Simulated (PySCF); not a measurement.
F₅Ta, charge +1, doublet, geometry from GFN2-xTB (such geometries of metal compounds can be far from the true shape) (the multiplicity is a formal guess) (core potentials on Ta); DF-M062X/def2-SVP in PySCF.

Input for PySCF:
```python
from pyscf import gto, scf, dft

mol = gto.M(
    atom='''
Ta   -0.02319803   -0.01523146    0.00548108
F     1.20150670   -0.75326438    1.19664581
F    -1.23908749    0.70411474   -1.20615576
F     0.07563614    1.57785225    0.87111168
F     1.11419873   -0.37548668   -1.36846575
F    -1.26088922   -1.24462022    0.51676233
''',
    basis='def2-svp',
    ecp={'Ta': 'def2-svp'},
    charge=1,
    spin=1,
    verbose=4,
)

mf = dft.UKS(mol)
mf.xc = 'm062x'
mf = mf.density_fit(auxbasis='def2-universal-jkfit')
mf.kernel()
mf.analyze()
```

What the program printed (banner, timings and long lists left out):

```
PySCF version 2.14.0

[INPUT] verbose = 4
[INPUT] num. atoms = 6
[INPUT] num. electrons = 57
[INPUT] charge = 1
[INPUT] spin (= nelec alpha-beta = 2S) = 1
[INPUT] symmetry False subgroup None
[INPUT] Mole.unit = angstrom
[INPUT] Symbol           X                Y                Z      unit          X                Y                Z       unit  Magmom
[...]
nuclear repulsion = 319.931242598181
number of shells = 42
number of NR pGTOs = 177
number of NR cGTOs = 102
basis = def2-svp
ecp = {'Ta': 'def2-svp'}

******** <class 'pyscf.df.df_jk.DFUKS'> ********
method = DFUKS
initial guess = minao
damping factor = 0
level_shift factor = 0
DIIS = <class 'pyscf.scf.diis.CDIIS'>
diis_start_cycle = 1
diis_space = 8
diis_damp = 0
SCF conv_tol = 1e-09
SCF conv_tol_grad = None
SCF max_cycles = 50
direct_scf = False
number electrons alpha = 29  beta = 28
XC library pyscf.dft.libxc version 7.1.2
    S. Lehtola, C. Steigemann, M. J. T. Oliveira, and M. A. L. Marques,  SoftwareX 7, 1–5 (2018)
XC functionals = m062x
    Y. Zhao and D. G. Truhlar,  Theor. Chem. Acc. 120, 215 (2008)
    Y. Zhao and D. G. Truhlar,  Theor. Chem. Acc. 120, 215 (2008)
radial grids:
    Treutler-Ahlrichs [JCP 102, 346 (1995); DOI:10.1063/1.469408] (M4) radial grids

becke partition: Becke, JCP 88, 2547 (1988); DOI:10.1063/1.454033
pruning grids: <function nwchem_prune>
grids dens level: 3
symmetrized grids: False
atomic radii adjust function: <function treutler_atomic_radii_adjust>
small_rho_cutoff = 0
Set gradient conv threshold to 3.16228e-05
tot grids = 95320
******** <class 'pyscf.df.df.DF'> ********
auxbasis = def2-universal-jkfit
init E= -542.794840143462

cycle= 1 E= -555.254556369251  delta_E= -12.5  |g|= 0.434  |ddm|= 5.67
cycle= 2 E= -555.188530513501  delta_E= 0.066  |g|= 0.612  |ddm|= 0.59
cycle= 3 E= -555.313069531638  delta_E= -0.125  |g|= 0.101  |ddm|= 0.431
cycle= 4 E= -555.315538956811  delta_E= -0.00247  |g|= 0.064  |ddm|= 0.0989
cycle= 5 E= -555.317079288325  delta_E= -0.00154  |g|= 0.0233  |ddm|= 0.0577
cycle= 6 E= -555.317341441298  delta_E= -0.000262  |g|= 0.00948  |ddm|= 0.0198
cycle= 7 E= -555.317440797084  delta_E= -9.94e-05  |g|= 0.00611  |ddm|= 0.0163
cycle= 8 E= -555.317478800666  delta_E= -3.8e-05  |g|= 0.00727  |ddm|= 0.0131
cycle= 9 E= -555.317511104959  delta_E= -3.23e-05  |g|= 0.00353  |ddm|= 0.00773
cycle= 10 E= -555.317540893669  delta_E= -2.98e-05  |g|= 0.00283  |ddm|= 0.0117
cycle= 11 E= -555.317559482299  delta_E= -1.86e-05  |g|= 0.00247  |ddm|= 0.00932
cycle= 12 E= -555.317576503702  delta_E= -1.7e-05  |g|= 0.00175  |ddm|= 0.00971
cycle= 13 E= -555.317600046309  delta_E= -2.35e-05  |g|= 0.00129  |ddm|= 0.0144
cycle= 14 E= -555.317621609213  delta_E= -2.16e-05  |g|= 0.0012  |ddm|= 0.0127
cycle= 15 E= -555.317630335118  delta_E= -8.73e-06  |g|= 0.00113  |ddm|= 0.00496
cycle= 16 E= -555.317635882422  delta_E= -5.55e-06  |g|= 0.00114  |ddm|= 0.00312
cycle= 17 E= -555.317632001402  delta_E= 3.88e-06  |g|= 0.00115  |ddm|= 0.00218
cycle= 18 E= -555.317617190283  delta_E= 1.48e-05  |g|= 0.00113  |ddm|= 0.00842
cycle= 19 E= -555.317588680525  delta_E= 2.85e-05  |g|= 0.00105  |ddm|= 0.0167
cycle= 20 E= -555.317542604791  delta_E= 4.61e-05  |g|= 0.000964  |ddm|= 0.0299
cycle= 21 E= -555.317465791391  delta_E= 7.68e-05  |g|= 0.00113  |ddm|= 0.0616
cycle= 22 E= -555.317490029749  delta_E= -2.42e-05  |g|= 0.00108  |ddm|= 0.022
cycle= 23 E= -555.317485337441  delta_E= 4.69e-06  |g|= 0.00125  |ddm|= 0.00371
cycle= 24 E= -555.317447949499  delta_E= 3.74e-05  |g|= 0.000894  |ddm|= 0.0378
cycle= 25 E= -555.317397618093  delta_E= 5.03e-05  |g|= 0.00278  |ddm|= 0.0756
cycle= 26 E= -555.317389363815  delta_E= 8.25e-06  |g|= 0.0031  |ddm|= 0.0304
cycle= 27 E= -555.31739361397  delta_E= -4.25e-06  |g|= 0.00209  |ddm|= 0.00723
cycle= 28 E= -555.317395585932  delta_E= -1.97e-06  |g|= 0.00161  |ddm|= 0.00359
cycle= 29 E= -555.317397287724  delta_E= -1.7e-06  |g|= 0.000628  |ddm|= 0.00359
cycle= 30 E= -555.317396606051  delta_E= 6.82e-07  |g|= 0.000592  |ddm|= 0.00768
cycle= 31 E= -555.317397494767  delta_E= -8.89e-07  |g|= 0.000551  |ddm|= 0.0106
cycle= 32 E= -555.317397599415  delta_E= -1.05e-07  |g|= 0.000271  |ddm|= 0.00423
cycle= 33 E= -555.317398073549  delta_E= -4.74e-07  |g|= 0.000267  |ddm|= 0.00461
cycle= 34 E= -555.317398539635  delta_E= -4.66e-07  |g|= 0.000237  |ddm|= 0.0017
cycle= 35 E= -555.317398244592  delta_E= 2.95e-07  |g|= 0.000259  |ddm|= 0.00262
cycle= 36 E= -555.317400851116  delta_E= -2.61e-06  |g|= 0.000241  |ddm|= 0.0101
cycle= 37 E= -555.317400728683  delta_E= 1.22e-07  |g|= 0.000247  |ddm|= 0.00353
cycle= 38 E= -555.31740395036  delta_E= -3.22e-06  |g|= 0.00024  |ddm|= 0.0112
cycle= 39 E= -555.317404904572  delta_E= -9.54e-07  |g|= 0.00024  |ddm|= 0.00326
cycle= 40 E= -555.317404567485  delta_E= 3.37e-07  |g|= 0.000222  |ddm|= 0.00138
cycle= 41 E= -555.31741050039  delta_E= -5.93e-06  |g|= 0.000269  |ddm|= 0.022
cycle= 42 E= -555.317420587231  delta_E= -1.01e-05  |g|= 0.00095  |ddm|= 0.0545
cycle= 43 E= -555.31742170137  delta_E= -1.11e-06  |g|= 0.00147  |ddm|= 0.0124
cycle= 44 E= -555.317417926936  delta_E= 3.77e-06  |g|= 0.000517  |ddm|= 0.0325
cycle= 45 E= -555.317421325042  delta_E= -3.4e-06  |g|= 0.00107  |ddm|= 0.0263
cycle= 46 E= -555.317423337443  delta_E= -2.01e-06  |g|= 0.00165  |ddm|= 0.0189
cycle= 47 E= -555.317423666227  delta_E= -3.29e-07  |g|= 0.00168  |ddm|= 0.00209
cycle= 48 E= -555.317416946283  delta_E= 6.72e-06  |g|= 0.000186  |ddm|= 0.049
cycle= 49 E= -555.317424161473  delta_E= -7.22e-06  |g|= 0.00148  |ddm|= 0.063
cycle= 50 E= -555.317421454392  delta_E= 2.71e-06  |g|= 0.000583  |ddm|= 0.034
SCF not converged.
SCF energy = -555.317421454392 after 50 cycles  <S^2> = 0.76877035  2S+1 = 2.0186831
**** SCF Summaries ****
Total Energy =                        -555.317421454392161
Nuclear Repulsion Energy =             319.931242598181200
One-electron Energy =                -1412.777737307431835
Two-electron Energy =                  537.529073254858417
Two-electron Coulomb Energy =          595.838919512213465
DFT Exchange-Correlation Energy =      -58.309846257355034
**** MO energy ****
                             alpha | beta                alpha | beta
[...]
spin_pop of  0 Ta 5s       -0.00004
spin_pop of  0 Ta 6s       -0.00471
spin_pop of  0 Ta 7s       -0.00092
spin_pop of  0 Ta 8s        0.00004
spin_pop of  0 Ta 9s       -0.00003
spin_pop of  0 Ta 10s       -0.00014
spin_pop of  0 Ta 5px      -0.00173
spin_pop of  0 Ta 5py      -0.00116
spin_pop of  0 Ta 5pz      -0.00181
spin_pop of  0 Ta 6px      -0.00153
spin_pop of  0 Ta 6py      -0.00069
spin_pop of  0 Ta 6pz      -0.00136
spin_pop of  0 Ta 7px       0.00022
spin_pop of  0 Ta 7py       0.00010
spin_pop of  0 Ta 7pz       0.00023
spin_pop of  0 Ta 5dxy     -0.03037
spin_pop of  0 Ta 5dyz     -0.01203
spin_pop of  0 Ta 5dz^2    -0.01590
spin_pop of  0 Ta 5dxz     -0.01125
spin_pop of  0 Ta 5dx2-y2   -0.01046
spin_pop of  0 Ta 6dxy     -0.00413
spin_pop of  0 Ta 6dyz     -0.00033
spin_pop of  0 Ta 6dz^2    -0.00201
spin_pop of  0 Ta 6dxz     -0.00175
spin_pop of  0 Ta 6dx2-y2   -0.00207
spin_pop of  0 Ta 5f-3     -0.00080
spin_pop of  0 Ta 5f-2     -0.00062
spin_pop of  0 Ta 5f-1     -0.00055
spin_pop of  0 Ta 5f+0     -0.00130
spin_pop of  0 Ta 5f+1     -0.00073
spin_pop of  0 Ta 5f+2     -0.00033
spin_pop of  0 Ta 5f+3     -0.00003
spin_pop of  1 F 1s       -0.00000
spin_pop of  1 F 2s        0.00154
spin_pop of  1 F 3s       -0.00046
spin_pop of  1 F 2px       0.23935
spin_pop of  1 F 2py       0.00467
spin_pop of  1 F 2pz       0.09538
spin_pop of  1 F 3px      -0.00125
spin_pop of  1 F 3py      -0.00027
spin_pop of  1 F 3pz      -0.00138
spin_pop of  1 F 3dxy      0.00001
spin_pop of  1 F 3dyz      0.00000
spin_pop of  1 F 3dz^2    -0.00002
spin_pop of  1 F 3dxz     -0.00000
spin_pop of  1 F 3dx2-y2    0.00002
spin_pop of  2 F 1s       -0.00000
spin_pop of  2 F 2s        0.00160
spin_pop of  2 F 3s       -0.00058
spin_pop of  2 F 2px       0.10831
spin_pop of  2 F 2py       0.00967
spin_pop of  2 F 2pz       0.24250
spin_pop of  2 F 3px      -0.00136
spin_pop of  2 F 3py      -0.00034
spin_pop of  2 F 3pz      -0.00115
spin_pop of  2 F 3dxy     -0.00000
spin_pop of  2 F 3dyz      0.00000
spin_pop of  2 F 3dz^2     0.00003
spin_pop of  2 F 3dxz     -0.00000
spin_pop of  2 F 3dx2-y2   -0.00001
spin_pop of  3 F 1s       -0.00000
spin_pop of  3 F 2s        0.00000
spin_pop of  3 F 3s       -0.00009
spin_pop of  3 F 2px       0.00391
spin_pop of  3 F 2py       0.00153
spin_pop of  3 F 2pz       0.00360
spin_pop of  3 F 3px      -0.00010
spin_pop of  3 F 3py      -0.00010
spin_pop of  3 F 3pz      -0.00012
spin_pop of  3 F 3dxy      0.00000
spin_pop of  3 F 3dyz     -0.00000
spin_pop of  3 F 3dz^2     0.00000
spin_pop of  3 F 3dxz     -0.00000
spin_pop of  3 F 3dx2-y2   -0.00001
spin_pop of  4 F 1s       -0.00000
spin_pop of  4 F 2s        0.00172
spin_pop of  4 F 3s       -0.00065
spin_pop of  4 F 2px       0.12172
spin_pop of  4 F 2py       0.04587
spin_pop of  4 F 2pz       0.11785
spin_pop of  4 F 3px      -0.00127
spin_pop of  4 F 3py      -0.00048
spin_pop of  4 F 3pz      -0.00105
spin_pop of  4 F 3dxy     -0.00002
spin_pop of  4 F 3dyz     -0.00001
spin_pop of  4 F 3dz^2    -0.00007
spin_pop of  4 F 3dxz     -0.00001
spin_pop of  4 F 3dx2-y2   -0.00001
spin_pop of  5 F 1s       -0.00000
spin_pop of  5 F 2s        0.00086
spin_pop of  5 F 3s       -0.00035
spin_pop of  5 F 2px       0.05136
spin_pop of  5 F 2py       0.02055
spin_pop of  5 F 2pz       0.04895
spin_pop of  5 F 3px      -0.00059
spin_pop of  5 F 3py      -0.00041
spin_pop of  5 F 3pz      -0.00061
spin_pop of  5 F 3dxy     -0.00001
spin_pop of  5 F 3dyz     -0.00002
spin_pop of  5 F 3dz^2    -0.00000
spin_pop of  5 F 3dxz     -0.00001
spin_pop of  5 F 3dx2-y2   -0.00003
In total            29.00000 | 28.00000

WARN: System has nonzero charge 1; the dipole moment is origin-dependent.
Location of origin: [0. 0. 0.]

Dipole moment(X, Y, Z, Debye):  0.26385, -0.49443, -0.76523
```

Convergence was not reached.
